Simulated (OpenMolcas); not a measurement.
**La2+: input and output**

Input:

```
&GATEWAY
Coord
1

La 0.0 0.0 0.0
Basis=ANO-RCC-VTZP
Group=XYZ
NoMove
AngMom=0.0 0.0 0.0
AMFI
RX2C
&SEWARD
&RASSCF
FileOrb=start.orb
Symmetry=1
Spin=2
nActEl=1 0 0
Inactive=15 12
Ras2=5 0
CIRoot=5 5 1
SDav=5
CIMx=300
Iter=120 100
PrWF=0.3
OrbListing=Nothing
MaxOrb=0
Atom
>>> COPY $Project.JobIph JOBPRE
&RASSCF
FileOrb=start.orb
Symmetry=1
Spin=2
nActEl=1 0 0
Inactive=15 12
Ras2=10 0
CIRoot=5 5 1
SDav=10
CIMx=300
Iter=120 100
PrWF=0.3
OrbListing=Nothing
MaxOrb=0
Atom
>>> COPY $Project.JobIph JOB001
&RASSI
NrOfJobIphs=1 5
1 2 3 4 5
IphNames
JOB001
EJob
SpinOrbit
DIPRint=1.0
SOCoupling=1000.0
Subsets=2
MEES
Property=10
'ANGMOM' 1 'ANGMOM' 2 'ANGMOM' 3 'MLTPL  1' 1 'MLTPL  1' 2 'MLTPL  1' 3
'AMFI' 1 'AMFI' 2 'AMFI' 3 'MLTPL  2' 6
SOProperty=3
'ANGMOM' 1 'ANGMOM' 2 'ANGMOM' 3
```

Launched by
```bash
OMP_NUM_THREADS=1 MOLCAS_MEM=2252 MOLCAS_PROJECT=a pymolcas a.inp > a.log  # once for each step of the input, in one work folder
```

A driver script runs the steps one by one and writes start.orb anew before each from the orbitals found so far.

Output, cut to the results:

```
--- SEWARD ---
Basis set label: LA.ANO-RCC...8S7P5D3F2G1H.

      Electronic valence basis set:
      ------------------
      Associated Effective Charge  57.000000 au
      Associated Actual Charge     57.000000 au
      Nuclear Model: Point charge

      Shell  nPrim  nBasis  Cartesian Spherical Contaminant
         s      24       8        X
         p      21       7        X
         d      15       5                 X
         f       5       3                 X
         g       3       2                 X
         h       2       1                 X
RX2C
                  Relativistic X2C integrals
                  Atomic mean-field integrals
--- RASSCF ---
Wave function specifications:
      -----------------------------

      Number of closed shell electrons          54
      Number of electrons in active shells       1
      Max number of holes in RAS1 space          0
      Max nr of electrons in RAS3 space          0
      Number of inactive orbitals               27
      Number of active orbitals                 10
      Number of secondary orbitals              67
      Spin quantum number                      0.5
      State symmetry                             1
Orbital specifications:
      -----------------------

      Symmetry species                           1   2
                                                ag  au
      Frozen orbitals                            0   0
      Inactive orbitals                         15  12
      Active orbitals                           10   0
      RAS1 orbitals                              0   0
      RAS2 orbitals                             10   0
      RAS3 orbitals                              0   0
      Secondary orbitals                        26  41
      Deleted orbitals                           0   0
      Number of basis functions                 51  53
      Number of CSFs                            10
      Number of root(s) required                 5
      Iter CI   SX   CI       RASSCF       Energy    max ROT     max BLB   max BLB  Level Ln srch  Step   QN
          iter iter root      energy       change     param      element    value   shift minimum  type update
 Nr of preliminary CI iterations:   1
 ###############################################################################
 ###############################################################################
 ###                                                                         ###
 ###                                                                         ###
 ###    WARNING: Problems in orbital optimization.                           ###
 ###                                                                         ###
 ###                                                                         ###
 ###############################################################################
 ###############################################################################
  Warning: In symmetry  1, orbital p=  21 has diagonal density matrix element D(p,p) close to zero. D(p,p)=  9.504726E-15
  Warning: In symmetry  1, orbital p=  22 has diagonal density matrix element D(p,p) close to zero. D(p,p)=  9.504208E-15
        ...
  Warning: In symmetry  1, orbital p=  23 has diagonal density matrix element D(p,p) close to zero. D(p,p)=  4.358687E-15
  Warning: In symmetry  1, orbital p=  24 has diagonal density matrix element D(p,p) close to zero. D(p,p)=  4.358577E-15
  Warning: In symmetry  1, orbital p=  25 has diagonal density matrix element D(p,p) close to zero. D(p,p)=  4.358551E-15
        4   1    1    0  -488.75203916   -3.64E-12   0.00E+00   15  26 1 -2.04E-08   0.50   0.00    SX    NO
      Convergence after  4 iterations
        5   1    1    0  -488.75203916    0.00E+00   0.00E+00   11  19 2  1.81E-08   0.50   0.00    SX    NO
      Natural orbitals and occupation numbers for root  1
      sym 1:  -0.000000  -0.000000   0.000000   0.000000   1.000000   0.000000   0.000000   0.000000   0.000000   0.000000
      Natural orbitals and occupation numbers for root  2
      sym 1:   0.000000  -0.000000   0.000000   1.000000   0.000000   0.000000   0.000000   0.000000   0.000000   0.000000
      Natural orbitals and occupation numbers for root  3
      sym 1:   1.000000   0.000000   0.000000  -0.000000   0.000000   0.000000   0.000000   0.000000   0.000000   0.000000
::    RASSCF root number  1 Total energy:  -8488.75203916
::    RASSCF root number  2 Total energy:  -8488.75203916
...
--- RASSI ---
SPIN-FREE ENERGIES:
  (Shifted by EMIN (a.u.) =      -8488.7520391597)

 SF State       Relative EMIN(au)   Rel lowest level(eV)    D:o, cm**(-1)      L_eff

     1             0.0000000000        0.0000000000              0.0000         2.0
     2             0.0000000000        0.0000000000              0.0000         2.0
     3             0.0000000000        0.0000000000              0.0000         2.0
     4             0.0000000000        0.0000000000              0.0000         2.0
     5             0.0000000000        0.0000000000              0.0000         2.0
     Dipole printing threshold changed to   1.00000000E+00
Eigenvalues of complex Hamiltonian:
   -----------------------------------
  (Shifted by EMIN (a.u.) =      -8488.7520391597)

 SO State       Relative EMIN(au)   Rel lowest level(eV)    D:o, cm**(-1)     J-value

     1            -0.0043771364        0.0000000000              0.0000         1.4
     2            -0.0043771364        0.0000000000              0.0000         1.1
     3            -0.0043771364        0.0000000000              0.0000         0.8
     4            -0.0043771364        0.0000000000              0.0000         1.2
     5             0.0029180909        0.1985132468           1601.1173         2.3
     6             0.0029180909        0.1985132468           1601.1173         2.3
     7             0.0029180909        0.1985132468           1601.1173         1.8
     8             0.0029180909        0.1985132468           1601.1173         2.0
     9             0.0029180909        0.1985132468           1601.1173         1.6
    10             0.0029180909        0.1985132468           1601.1173         1.7
Weights of the five most important spin-orbit-free states for each spin-orbit state.

 SO State  Total energy (au)           Spin-free states, spin, and weights
 -------------------------------------------------------------------------------------------------------
...
```

The J values that RASSI prints are effective ones from its own formula and need not be integers or half-integers; the table below assigns J from the states.

Levels above the lowest, from the spin-orbit matrix, grouped by J:

```json
{"Configuration": "5d", "Term": "2D", "J": "3/2", "E (cm-1)": "0.0", "Measured (cm-1)": "0.0", "g": "0.800", "Term weight %": "100"}
{"Configuration": "5d", "Term": "2D", "J": "5/2", "E (cm-1)": "1601", "Measured (cm-1)": "1603", "g": "1.200", "Term weight %": "100"}
```

Against the measured value (Martin, Zalubas and Hagan, Atomic Energy Levels: The Rare-Earth Elements, NSRDS-NBS 60 (1978)): 5d 2D 5/2: computed 1601, measured 1603 cm-1 (-0.1 %).

With one active electron outside closed inactive shells, the extra shells (6d) add no correlation to the reference. With one active electron the reference holds no correlation, so core polarisation is missing. Measured partners are found by configuration, term and J. A level has none where our copy of the source lacks it or the pairing is in doubt (some pairs that miss far off the trend of their configuration count as doubtful), and it then counts in no deviation. Only configurations of the active space appear. The first state left out of the spin-orbit step lies near 110000 cm-1 above the lowest spin-free state of the reference (among the parities and spins computed), and the list stops at four fifths of that energy or lower.

The RASSCF and RASSI steps took 4.4 s on 1 thread of AMD EPYC 9R45 96-Core Processor (Zen 5), with other jobs on the host; the integral step is not counted.

The term weight is that of the spin-free term in the level, not the purity of its configuration.
